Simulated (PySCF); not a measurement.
Simulation results for AlH₄N

Calculation on a computer-drawn molecule: vertical ionisation energy to the stated ion spin, frozen-core CCSD(T) at the basis limit and cheaper methods, single-reference cases, UHF for radicals, no spin-orbit; all values are single points at the evaluated structure, the first of each entry, which is the reference or a displaced copy of it and isn't optimised; the reference structure only sets the zero of the energies above reference; triples share is (T) over the correlation energy. Program: PySCF 2.14.0.

Common to all runs: charge 0; multiplicity 1; ion multiplicity 2; diffuse functions no; basis cc-pV(n+d)Z; reference is the Hartree-Fock double-zeta minimum; best is HF at quadruple zeta + MP2 correlation extrapolated from triple and quadruple zeta + CCSD(T) minus MP2 at triple zeta; basis step is the size of the change from the same recipe one zeta lower.

(1) AlH₄N

Evaluated structure:
```xyz
6
AlH4N
N      0.3916     0.5440     1.3294
Al     1.9767     0.7852     2.0835
H     -0.4313     1.0185     1.5375
H      0.2277    -0.1348     0.5812
H      2.0877     1.9105     3.2252
H      3.1861    -0.0599     1.5466
```

Reference structure:
```xyz
6
AlH4N
N      0.3971     0.5293     1.3036
Al     1.9678     0.8001     2.0579
H     -0.4494     1.0140     1.5377
H      0.2117    -0.1334     0.5737
H      2.0780     1.8878     3.1967
H      3.1978    -0.0566     1.5627
```

The calculation gives: ionisation energy best 10.21 eV; ionisation energy basis step 0.04907 eV; energy above reference best 0.9435 kcal/mol; energy above reference basis step 0.01176 kcal/mol; ionisation energy Koopmans at triple zeta 10.89 eV; ionisation energy EOM CCSD at triple zeta 10.07 eV; total energy HF triple zeta -298.7550 hartree; total energy CCSD(T) triple zeta -299.0962 hartree; total energy best -299.1408 hartree; T1 diagnostic at triple zeta 0.0113; D1 diagnostic at triple zeta 0.03078; ion T1 diagnostic at triple zeta 0.008358; ion D1 diagnostic at triple zeta 0.01702; ion spin squared at triple zeta 0.7582; triples share at triple zeta 0.03092; basis functions triple zeta 125; dipole magnitude HF at triple zeta 1.129 debye; dipole magnitude CCSD unrelaxed at triple zeta 1.257 debye; dipole magnitude PBE at triple zeta 1.419 debye; dipole magnitude r2SCAN at triple zeta 1.377 debye; dipole magnitude B3LYP at triple zeta 1.314 debye; dipole magnitude wB97X at triple zeta 1.258 debye.

Drawn bonds:
| atom | other atom | order |
| --- | --- | --- |
| 1 | 2 | 1 |
| 1 | 3 | 1 |
| 1 | 4 | 1 |
| 2 | 5 | 1 |
| 2 | 6 | 1 |

Triple zeta:
| method | ionisation energy (eV) | energy above reference (kcal/mol) |
| --- | --- | --- |
| HF | 8.503 | 0.942 |
| PBE | 10.16 | 0.9043 |
| r2SCAN | 9.909 | 0.9581 |
| B3LYP | 10.13 | 0.9768 |
| wB97X | 10.08 | 1.004 |
| MP2 | 10.16 | 0.99 |
| CCSD | 9.919 | 0.9622 |
| CCSD(T) | 10.03 | 0.9575 |

(2) AlH₄N

Evaluated structure:
```xyz
6
AlH4N
N      0.4091     0.5678     1.2783
Al     2.0418     0.8416     2.0045
H     -0.4647     0.9754     1.5187
H      0.2051    -0.1524     0.4959
H      2.0486     1.9467     3.2801
H      3.2873    -0.0362     1.5630
```

Reference structure:
```xyz
6
AlH4N
N      0.3971     0.5293     1.3036
Al     1.9678     0.8001     2.0579
H     -0.4494     1.0140     1.5377
H      0.2117    -0.1334     0.5737
H      2.0780     1.8878     3.1967
H      3.1978    -0.0566     1.5627
```

It finds ionisation energy best 10.04 eV; ionisation energy basis step 0.04931 eV; energy above reference best 5.219 kcal/mol; energy above reference basis step 0.09984 kcal/mol; ionisation energy Koopmans at triple zeta 10.78 eV; ionisation energy EOM CCSD at triple zeta 9.898 eV; total energy HF triple zeta -298.7455 hartree; total energy CCSD(T) triple zeta -299.0895 hartree; total energy best -299.1340 hartree; T1 diagnostic at triple zeta 0.01221; D1 diagnostic at triple zeta 0.03355; ion T1 diagnostic at triple zeta 0.009103; ion D1 diagnostic at triple zeta 0.01911; ion spin squared at triple zeta 0.7593; triples share at triple zeta 0.03198; basis functions triple zeta 125; dipole magnitude HF at triple zeta 1.195 debye; dipole magnitude CCSD unrelaxed at triple zeta 1.309 debye; dipole magnitude PBE at triple zeta 1.457 debye; dipole magnitude r2SCAN at triple zeta 1.422 debye; dipole magnitude B3LYP at triple zeta 1.357 debye; dipole magnitude wB97X at triple zeta 1.31 debye.

Drawn bonds:
| atom | other atom | order |
| --- | --- | --- |
| 1 | 2 | 1 |
| 1 | 3 | 1 |
| 1 | 4 | 1 |
| 2 | 5 | 1 |
| 2 | 6 | 1 |

Triple zeta:
| method | ionisation energy (eV) | energy above reference (kcal/mol) |
| --- | --- | --- |
| HF | 8.322 | 6.906 |
| PBE | 9.688 | 3.902 |
| r2SCAN | 9.753 | 5.156 |
| B3LYP | 9.943 | 5.261 |
| wB97X | 9.898 | 5.665 |
| MP2 | 9.989 | 5.505 |
| CCSD | 9.736 | 5.417 |
| CCSD(T) | 9.849 | 5.128 |

(3) AlH₄N

Evaluated structure:
```xyz
6
AlH4N
N      0.4137     0.5277     1.3079
Al     1.9570     0.8105     2.0421
H     -0.4627     1.0070     1.5459
H      0.2269    -0.1327     0.5779
H      2.1021     1.8768     3.1706
H      3.2002    -0.0725     1.5739
```

Reference structure:
```xyz
6
AlH4N
N      0.3971     0.5293     1.3036
Al     1.9678     0.8001     2.0579
H     -0.4494     1.0140     1.5377
H      0.2117    -0.1334     0.5737
H      2.0780     1.8878     3.1967
H      3.1978    -0.0566     1.5627
```

Results for AlH₄N: ionisation energy best 10.37 eV; ionisation energy basis step 0.04759 eV; energy above reference best 0.8295 kcal/mol; energy above reference basis step 0.02561 kcal/mol; ionisation energy Koopmans at triple zeta 11.07 eV; ionisation energy EOM CCSD at triple zeta 10.24 eV; total energy HF triple zeta -298.7551 hartree; total energy CCSD(T) triple zeta -299.0964 hartree; total energy best -299.1410 hartree; T1 diagnostic at triple zeta 0.0109; D1 diagnostic at triple zeta 0.02912; ion T1 diagnostic at triple zeta 0.008575; ion D1 diagnostic at triple zeta 0.0169; ion spin squared at triple zeta 0.7583; triples share at triple zeta 0.03087; basis functions triple zeta 125; dipole magnitude HF at triple zeta 1.436 debye; dipole magnitude CCSD unrelaxed at triple zeta 1.535 debye; dipole magnitude PBE at triple zeta 1.669 debye; dipole magnitude r2SCAN at triple zeta 1.642 debye; dipole magnitude B3LYP at triple zeta 1.583 debye; dipole magnitude wB97X at triple zeta 1.541 debye.

Drawn bonds:
| atom | other atom | order |
| --- | --- | --- |
| 1 | 2 | 1 |
| 1 | 3 | 1 |
| 1 | 4 | 1 |
| 2 | 5 | 1 |
| 2 | 6 | 1 |

Triple zeta:
| method | ionisation energy (eV) | energy above reference (kcal/mol) |
| --- | --- | --- |
| HF | 8.676 | 0.8889 |
| PBE | 9.87 | 0.756 |
| r2SCAN | 9.984 | 0.6995 |
| B3LYP | 10.14 | 0.7343 |
| wB97X | 10.24 | 0.6774 |
| MP2 | 10.32 | 0.8308 |
| CCSD | 10.08 | 0.7946 |
| CCSD(T) | 10.19 | 0.7985 |

(4) AlH₄N

Evaluated structure:
```xyz
6
AlH4N
N      0.4201     0.6052     1.3239
Al     2.0909     0.8039     2.0610
H     -0.4737     0.9749     1.4449
H      0.0829    -0.0855     0.6205
H      2.0516     1.9671     3.2699
H      3.1917     0.0503     1.4935
```

Reference structure:
```xyz
6
AlH4N
N      0.3971     0.5293     1.3036
Al     1.9678     0.8001     2.0579
H     -0.4494     1.0140     1.5377
H      0.2117    -0.1334     0.5737
H      2.0780     1.8878     3.1967
H      3.1978    -0.0566     1.5627
```

The calculation gives: ionisation energy best 9.843 eV; ionisation energy basis step 0.05379 eV; energy above reference best 12.69 kcal/mol; energy above reference basis step 0.3017 kcal/mol; ionisation energy Koopmans at triple zeta 10.53 eV; ionisation energy EOM CCSD at triple zeta 9.689 eV; total energy HF triple zeta -298.7336 hartree; total energy CCSD(T) triple zeta -299.0775 hartree; total energy best -299.1221 hartree; T1 diagnostic at triple zeta 0.01215; D1 diagnostic at triple zeta 0.0341; ion T1 diagnostic at triple zeta 0.009401; ion D1 diagnostic at triple zeta 0.02361; ion spin squared at triple zeta 0.7588; triples share at triple zeta 0.03172; basis functions triple zeta 125; dipole magnitude HF at triple zeta 0.9777 debye; dipole magnitude CCSD unrelaxed at triple zeta 1.043 debye; dipole magnitude PBE at triple zeta 1.199 debye; dipole magnitude r2SCAN at triple zeta 1.16 debye; dipole magnitude B3LYP at triple zeta 1.104 debye; dipole magnitude wB97X at triple zeta 1.064 debye.

Drawn bonds:
| atom | other atom | order |
| --- | --- | --- |
| 1 | 2 | 1 |
| 1 | 3 | 1 |
| 1 | 4 | 1 |
| 2 | 5 | 1 |
| 2 | 6 | 1 |

Triple zeta:
| method | ionisation energy (eV) | energy above reference (kcal/mol) |
| --- | --- | --- |
| HF | 8.111 | 14.37 |
| PBE | 9.581 | 12.08 |
| r2SCAN | 9.581 | 12.73 |
| B3LYP | 9.717 | 12.7 |
| wB97X | 9.7 | 13.12 |
| MP2 | 9.783 | 12.76 |
| CCSD | 9.537 | 12.94 |
| CCSD(T) | 9.651 | 12.71 |

(5) AlH₄N

Evaluated structure:
```xyz
6
AlH4N
N      0.4201     0.6052     1.3239
Al     2.0909     0.8039     2.0610
H     -0.3866     0.9389     1.4331
H      0.0829    -0.0855     0.6205
H      2.0516     1.9671     3.2699
H      3.1917     0.0503     1.4935
```

Reference structure:
```xyz
6
AlH4N
N      0.3971     0.5293     1.3036
Al     1.9678     0.8001     2.0579
H     -0.4494     1.0140     1.5377
H      0.2117    -0.1334     0.5737
H      2.0780     1.8878     3.1967
H      3.1978    -0.0566     1.5627
```

It finds ionisation energy best 9.914 eV; ionisation energy basis step 0.05363 eV; energy above reference best 23.99 kcal/mol; energy above reference basis step 0.1452 kcal/mol; ionisation energy Koopmans at triple zeta 10.57 eV; ionisation energy EOM CCSD at triple zeta 9.768 eV; total energy HF triple zeta -298.7174 hartree; total energy CCSD(T) triple zeta -299.0592 hartree; total energy best -299.1041 hartree; T1 diagnostic at triple zeta 0.01186; D1 diagnostic at triple zeta 0.03298; ion T1 diagnostic at triple zeta 0.009247; ion D1 diagnostic at triple zeta 0.02413; ion spin squared at triple zeta 0.7581; triples share at triple zeta 0.03095; basis functions triple zeta 125; dipole magnitude HF at triple zeta 0.9596 debye; dipole magnitude CCSD unrelaxed at triple zeta 1.017 debye; dipole magnitude PBE at triple zeta 1.171 debye; dipole magnitude r2SCAN at triple zeta 1.134 debye; dipole magnitude B3LYP at triple zeta 1.078 debye; dipole magnitude wB97X at triple zeta 1.042 debye.

Drawn bonds:
| atom | other atom | order |
| --- | --- | --- |
| 1 | 2 | 1 |
| 1 | 3 | 1 |
| 1 | 4 | 1 |
| 2 | 5 | 1 |
| 2 | 6 | 1 |

Triple zeta:
| method | ionisation energy (eV) | energy above reference (kcal/mol) |
| --- | --- | --- |
| HF | 8.188 | 24.53 |
| PBE | 9.635 | 24.23 |
| r2SCAN | 9.647 | 24.11 |
| B3LYP | 9.787 | 24.03 |
| wB97X | 9.779 | 24.41 |
| MP2 | 9.85 | 24.19 |
| CCSD | 9.613 | 24.21 |
| CCSD(T) | 9.725 | 24.19 |

(6) AlH₄N

Evaluated structure:
```xyz
6
AlH4N
N      0.4201     0.6052     1.3239
Al     2.0909     0.8039     2.0610
H     -0.5764     1.0174     1.4588
H      0.0829    -0.0855     0.6205
H      2.0516     1.9671     3.2699
H      3.1917     0.0503     1.4935
```

Reference structure:
```xyz
6
AlH4N
N      0.3971     0.5293     1.3036
Al     1.9678     0.8001     2.0579
H     -0.4494     1.0140     1.5377
H      0.2117    -0.1334     0.5737
H      2.0780     1.8878     3.1967
H      3.1978    -0.0566     1.5627
```

The calculation gives: ionisation energy best 9.764 eV; ionisation energy basis step 0.05358 eV; energy above reference best 14.26 kcal/mol; energy above reference basis step 0.4388 kcal/mol; ionisation energy Koopmans at triple zeta 10.49 eV; ionisation energy EOM CCSD at triple zeta 9.601 eV; total energy HF triple zeta -298.7284 hartree; total energy CCSD(T) triple zeta -299.0751 hartree; total energy best -299.1196 hartree; T1 diagnostic at triple zeta 0.01267; D1 diagnostic at triple zeta 0.03575; ion T1 diagnostic at triple zeta 0.009794; ion D1 diagnostic at triple zeta 0.02312; ion spin squared at triple zeta 0.7601; triples share at triple zeta 0.0327; basis functions triple zeta 125; dipole magnitude HF at triple zeta 0.9997 debye; dipole magnitude CCSD unrelaxed at triple zeta 1.071 debye; dipole magnitude PBE at triple zeta 1.226 debye; dipole magnitude r2SCAN at triple zeta 1.186 debye; dipole magnitude B3LYP at triple zeta 1.129 debye; dipole magnitude wB97X at triple zeta 1.088 debye.

Drawn bonds:
| atom | other atom | order |
| --- | --- | --- |
| 1 | 2 | 1 |
| 1 | 3 | 1 |
| 1 | 4 | 1 |
| 2 | 5 | 1 |
| 2 | 6 | 1 |

Triple zeta:
| method | ionisation energy (eV) | energy above reference (kcal/mol) |
| --- | --- | --- |
| HF | 8.024 | 17.63 |
| PBE | 9.52 | 12.68 |
| r2SCAN | 9.506 | 14.21 |
| B3LYP | 9.638 | 14.17 |
| wB97X | 9.61 | 14.9 |
| MP2 | 9.708 | 14.37 |
| CCSD | 9.45 | 14.67 |
| CCSD(T) | 9.567 | 14.17 |

(7) AlH₄N

Evaluated structure:
```xyz
6
AlH4N
N      0.4201     0.6052     1.3239
Al     2.0909     0.8039     2.0610
H     -0.7103     1.0728     1.4769
H      0.0829    -0.0855     0.6205
H      2.0516     1.9671     3.2699
H      3.1917     0.0503     1.4935
```

Reference structure:
```xyz
6
AlH4N
N      0.3971     0.5293     1.3036
Al     1.9678     0.8001     2.0579
H     -0.4494     1.0140     1.5377
H      0.2117    -0.1334     0.5737
H      2.0780     1.8878     3.1967
H      3.1978    -0.0566     1.5627
```

The calculation gives: ionisation energy best 9.671 eV; ionisation energy basis step 0.0518 eV; energy above reference best 27.69 kcal/mol; energy above reference basis step 0.5742 kcal/mol; ionisation energy Koopmans at triple zeta 10.48 eV; ionisation energy EOM CCSD at triple zeta 9.497 eV; total energy HF triple zeta -298.7027 hartree; total energy CCSD(T) triple zeta -299.0538 hartree; total energy best -299.0982 hartree; T1 diagnostic at triple zeta 0.01366; D1 diagnostic at triple zeta 0.03832; ion T1 diagnostic at triple zeta 0.01119; ion D1 diagnostic at triple zeta 0.02316; ion spin squared at triple zeta 0.7648; triples share at triple zeta 0.03409; basis functions triple zeta 125; dipole magnitude HF at triple zeta 1.023 debye; dipole magnitude CCSD unrelaxed at triple zeta 1.099 debye; dipole magnitude PBE at triple zeta 1.245 debye; dipole magnitude r2SCAN at triple zeta 1.206 debye; dipole magnitude B3LYP at triple zeta 1.147 debye; dipole magnitude wB97X at triple zeta 1.11 debye.

Drawn bonds:
| atom | other atom | order |
| --- | --- | --- |
| 1 | 2 | 1 |
| 1 | 3 | 1 |
| 1 | 4 | 1 |
| 2 | 5 | 1 |
| 2 | 6 | 1 |

Triple zeta:
| method | ionisation energy (eV) | energy above reference (kcal/mol) |
| --- | --- | --- |
| HF | 7.916 | 33.74 |
| PBE | 9.446 | 25.01 |
| r2SCAN | 9.414 | 27.6 |
| B3LYP | 9.542 | 27.49 |
| wB97X | 9.503 | 29.04 |
| MP2 | 9.62 | 28.23 |
| CCSD | 9.348 | 28.47 |
| CCSD(T) | 9.469 | 27.58 |

(8) AlH₄N

Evaluated structure:
```xyz
6
AlH4N
N      0.4201     0.6052     1.3239
Al     2.0909     0.8039     2.0610
H     -0.8542     1.1323     1.4964
H      0.0829    -0.0855     0.6205
H      2.0516     1.9671     3.2699
H      3.1917     0.0503     1.4935
```

Reference structure:
```xyz
6
AlH4N
N      0.3971     0.5293     1.3036
Al     1.9678     0.8001     2.0579
H     -0.4494     1.0140     1.5377
H      0.2117    -0.1334     0.5737
H      2.0780     1.8878     3.1967
H      3.1978    -0.0566     1.5627
```

Results for AlH₄N: ionisation energy best 9.592 eV; ionisation energy basis step 0.045 eV; energy above reference best 47.04 kcal/mol; energy above reference basis step 0.7071 kcal/mol; ionisation energy Koopmans at triple zeta 10.52 eV; ionisation energy EOM CCSD at triple zeta 9.404 eV; total energy HF triple zeta -298.6664 hartree; total energy CCSD(T) triple zeta -299.0228 hartree; total energy best -299.0674 hartree; T1 diagnostic at triple zeta 0.01518; D1 diagnostic at triple zeta 0.04147; ion T1 diagnostic at triple zeta 0.01785; ion D1 diagnostic at triple zeta 0.05332; ion spin squared at triple zeta 0.7893; triples share at triple zeta 0.03581; basis functions triple zeta 125; dipole magnitude HF at triple zeta 1.041 debye; dipole magnitude CCSD unrelaxed at triple zeta 1.113 debye; dipole magnitude PBE at triple zeta 1.244 debye; dipole magnitude r2SCAN at triple zeta 1.208 debye; dipole magnitude B3LYP at triple zeta 1.149 debye; dipole magnitude wB97X at triple zeta 1.12 debye.

Drawn bonds:
| atom | other atom | order |
| --- | --- | --- |
| 1 | 2 | 1 |
| 1 | 3 | 1 |
| 1 | 4 | 1 |
| 2 | 5 | 1 |
| 2 | 6 | 1 |

Triple zeta:
| method | ionisation energy (eV) | energy above reference (kcal/mol) |
| --- | --- | --- |
| HF | 7.802 | 56.52 |
| PBE | 9.377 | 43.51 |
| r2SCAN | 9.323 | 47.17 |
| B3LYP | 9.45 | 46.94 |
| wB97X | 9.398 | 49.71 |
| MP2 | 9.562 | 48.54 |
| CCSD | 9.257 | 48.37 |
| CCSD(T) | 9.384 | 46.98 |

(9) AlH₄N

Evaluated structure:
```xyz
6
AlH4N
N      0.3991     0.5254     1.3010
Al     1.9669     0.7987     2.0563
H     -0.4507     1.0115     1.5339
H      0.2131    -0.1339     0.5731
H      2.0809     1.8854     3.1987
H      3.2107    -0.0488     1.5566
```

Reference structure:
```xyz
6
AlH4N
N      0.3971     0.5293     1.3036
Al     1.9678     0.8001     2.0579
H     -0.4494     1.0140     1.5377
H      0.2117    -0.1334     0.5737
H      2.0780     1.8878     3.1967
H      3.1978    -0.0566     1.5627
```

Drawn bonds:
| atom | other atom | order |
| --- | --- | --- |
| 1 | 2 | 1 |
| 1 | 3 | 1 |
| 1 | 4 | 1 |
| 2 | 5 | 1 |
| 2 | 6 | 1 |

(10) AlH₄N

Evaluated structure:
```xyz
6
AlH4N
N      0.3891     0.5728     1.3018
Al     1.9366     0.6744     2.0978
H     -0.4778     1.0097     1.5415
H      0.2282    -0.1574     0.6058
H      2.0399     1.8666     3.1927
H      3.5123    -0.2727     1.4157
```

Reference structure:
```xyz
6
AlH4N
N      0.3971     0.5293     1.3036
Al     1.9678     0.8001     2.0579
H     -0.4494     1.0140     1.5377
H      0.2117    -0.1334     0.5737
H      2.0780     1.8878     3.1967
H      3.1978    -0.0566     1.5627
```

Drawn bonds:
| atom | other atom | order |
| --- | --- | --- |
| 1 | 2 | 1 |
| 1 | 3 | 1 |
| 1 | 4 | 1 |
| 2 | 5 | 1 |
| 2 | 6 | 1 |

Questions
1. What ionisation energy EOM CCSD at triple zeta does the calculation give for AlH₄N (entry 9)?
2. Give the missing ion T1 diagnostic at triple zeta for AlH₄N (entry 9).
3. What triples share at triple zeta does the calculation give for AlH₄N (entry 9)?
4. Give the missing energy above reference best for AlH₄N (entry 9).
5. What total energy HF triple zeta does the calculation give for AlH₄N (entry 10)?
6. Give the missing ion T1 diagnostic at triple zeta for AlH₄N (entry 10).
7. Give the table of triple zeta values for AlH₄N (entry 10).

Calculated values
1. 10.13 eV
2. 0.008358
3. 0.03089
4. 0.04393 kcal/mol
5. -298.7277 hartree
6. 0.02554
7. 
Triple zeta:
| method | ionisation energy (eV) | energy above reference (kcal/mol) |
| --- | --- | --- |
| HF | 9.459 | 18.04 |
| PBE | 9.696 | 14.28 |
| r2SCAN | 9.819 | 15.89 |
| B3LYP | 9.994 | 16.38 |
| wB97X | 10.36 | 16.78 |
| MP2 | 10.23 | 17.48 |
| CCSD | 10.35 | 16.49 |
| CCSD(T) | 10.35 | 16.25 |

Further results for AlH₄N (entry 9):

```
ionisation energy best                         : 10.26 eV
ionisation energy basis step                   : 0.04858 eV
energy above reference basis step              : 0.01166 kcal/mol
ionisation energy Koopmans at triple zeta      : 10.95 eV
total energy HF triple zeta                    : -298.7564 hartree
total energy CCSD(T) triple zeta               : -299.0976 hartree
total energy best                              : -299.1423 hartree
T1 diagnostic at triple zeta                   : 0.01114
D1 diagnostic at triple zeta                   : 0.03017
ion D1 diagnostic at triple zeta               : 0.01688
ion spin squared at triple zeta                : 0.7582
basis functions triple zeta                    : 125
dipole magnitude HF at triple zeta             : 1.249 debye
dipole magnitude CCSD unrelaxed at triple zeta : 1.368 debye
dipole magnitude PBE at triple zeta            : 1.52 debye
dipole magnitude r2SCAN at triple zeta         : 1.483 debye
dipole magnitude B3LYP at triple zeta          : 1.422 debye
dipole magnitude wB97X at triple zeta          : 1.37 debye
```

Triple zeta:
| method | ionisation energy (eV) | energy above reference (kcal/mol) |
| --- | --- | --- |
| HF | 8.56 | 0.02303 |
| PBE | 9.843 | 0.02281 |
| r2SCAN | 9.938 | 0.03538 |
| B3LYP | 10.18 | 0.04978 |
| wB97X | 10.13 | 0.03925 |
| MP2 | 10.21 | 0.05671 |
| CCSD | 9.972 | 0.03862 |
| CCSD(T) | 10.08 | 0.04101 |

Further results for AlH₄N (entry 10):

```
ionisation energy best                         : 10.46 eV
ionisation energy basis step                   : 0.04568 eV
energy above reference best                    : 16.52 kcal/mol
energy above reference basis step              : 0.05908 kcal/mol
ionisation energy Koopmans at triple zeta      : 10.65 eV
ionisation energy EOM CCSD at triple zeta      : 10.37 eV
total energy CCSD(T) triple zeta               : -299.0718 hartree
total energy best                              : -299.1160 hartree
T1 diagnostic at triple zeta                   : 0.01236
D1 diagnostic at triple zeta                   : 0.03113
ion D1 diagnostic at triple zeta               : 0.08394
ion spin squared at triple zeta                : 0.8007
triples share at triple zeta                   : 0.03175
basis functions triple zeta                    : 125
dipole magnitude HF at triple zeta             : 1.955 debye
dipole magnitude CCSD unrelaxed at triple zeta : 1.94 debye
dipole magnitude PBE at triple zeta            : 2.036 debye
dipole magnitude r2SCAN at triple zeta         : 2.049 debye
dipole magnitude B3LYP at triple zeta          : 1.991 debye
dipole magnitude wB97X at triple zeta          : 1.989 debye
```
